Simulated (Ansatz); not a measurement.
`C=N[CH2][GaH][OH]` → 2 C• + Ga• + 6 H• + N• + O•  (atomization)

Calculated with Ansatz (gas phase, PBE0-D4/def2-TZVP geometries, no zero-point term in ΔE). CCSD(T)/CBS is the MP2 limit (def2-TZVPP, def2-QZVPP) plus CCSD(T) − MP2 in def2-TZVPP, frozen cores. This one scheme is used for every species, atoms too. Functionals use def2-TZVPP. B3LYP here is the variant with VWN-RPA as its local correlation; programs differ in this. No spin–orbit coupling; open shells (•) take unrestricted orbitals. Spin–orbit coupling would lower the free atoms: a little for C, O; clearly for Ga. For Ga outer-core shells are correlated without core-valence functions, so the limit isn't a true one: a few kJ/mol of doubt a bond, and 10 to 20 or more in all where bonds break to atoms. Scalar relativity is left out up to krypton. One conformer a species, not always the lowest.

Question: What is ΔE at CCSD(T)/CBS? (Best estimate.)

Answer: The calculation gave: +3975.5 kJ/mol.

Question: What do these levels give: PBE, B3LYP, SCS-MP2/def2-TZVPP, CCSD/def2-TZVPP, SCS-MP2/def2-QZVPP, HF/CBS(def2)? (Estimate.)

Answer: Ansatz gave: PBE 4048.3, B3LYP 3927.1, SCS-MP2/def2-TZVPP 3927.4, CCSD/def2-TZVPP 3799.4, SCS-MP2/def2-QZVPP 3999.1, HF/CBS(def2) 2738.2 kJ/mol.

Largest T1 diagnostic among the species: 0.014.

In def2-TZVPP, CCSD(T) changes the Hartree–Fock value by +1140.4 kJ/mol (the triples alone add +72.3 kJ/mol) and MP2 by +1216.9 kJ/mol; breaking electron pairs costs correlation energy, which Hartree–Fock lacks. The D4 term adds +35.2 kJ/mol with B3LYP and +18.5 kJ/mol with PBE0; it sums over pairs of atoms, weighted by their polarisabilities, and B3LYP, whose exchange is more repulsive, gets the larger term.

For atomizations the MP2-based limit and the directly extrapolated one differ by several kJ/mol either way, and by 10 to 25 for some Ge, Se and Sn compounds, so smaller differences from it don't rank the levels.
